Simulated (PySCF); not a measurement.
## Dipole moment and polarisability of `C[S@](=O)/C(F)=C/F`

C3H4F2OS.
SMILES with atom numbers: `[CH3:1][S@:2](=[O:3])/[C:4]([F:5])=[CH:6]/[F:7]` (hydrogens: H8, H9, H10 on C1; H11 on C6)

Cartesian coordinates in Å at the GFN2-xTB level; atoms count from 1:
```
atom  x, y, z in Å
C1    -1.6791    0.2247   -0.4102
S2    -0.6803   -0.7107    0.8321
O3    -0.4416    0.1986    1.9441
C4     0.8530   -0.6012   -0.1765
F5     0.8301   -1.3391   -1.2956
C6     1.8797    0.1192    0.2387
F7     3.0385    0.2409   -0.4107
H8    -1.6634   -0.3232   -1.3453
H9    -1.2630    1.2190   -0.5279
H10   -2.6940    0.2905   -0.0325
H11    1.8255    0.6841    1.1577
```

Level: wB97X-D/def2-SVPD (PySCF), static field, nuclei fixed, core orbitals frozen in the response. The polarisability tensor in these axes (au):

```
x   76.71  3.09  1.34
y    3.09 52.23  2.60
z    1.34  2.60 60.54
```

What are the eigenvalues, a third of the trace, and Δα (Δα² = ½Σ(αi − αj)² over the three pairs)?

Principal values 51.21, 61.01 and 77.26 au; mean 63.16 au = 9.36 Å³ = 10.41 × 10⁻⁴⁰ C²·m²/J; Δα = 22.79 au (36 % of the mean).

What is the dipole moment, and where does it point?

(-1.74, 0.08, -1.68) D, 2.42 D in size, pointing from the negative to the positive side. Measured along this direction, the outermost atoms are H11 at the negative end and H8 at the positive end.

What depolarisation ratio follows for Rayleigh scattering of linearly polarised light, taking the static tensor?

ρ = 3Δα²/(45ᾱ² + 4Δα²) = 1558.0/(179526 + 2077.3) = 0.00858.

Find the Langevin capture rate constant for H3O+ (19.018 u) meeting this molecule (125.995 u), k = 2.342 × 10⁻⁹ cm³/s × √(α in Å³ / reduced mass in u).

The reduced mass is 16.52 u, so k = 1.76 × 10⁻⁹ cm³/s. The formula leaves out the permanent dipole, which adds to the capture rate.

Orientational against electronic polarisability at 273 K (dilute gas, rigid molecules)?

In Gaussian units μ²/3kT = 51.98 Å³ against 9.36 Å³, a ratio of 5.55; the Debye molar polarisation (4π/3)N_A(α + μ²/3kT) is 154.7 cm³/mol, leaving out the vibrational part.

The structure is a single GFN2-xTB conformer in the gas phase; no vibrational or solvent corrections.
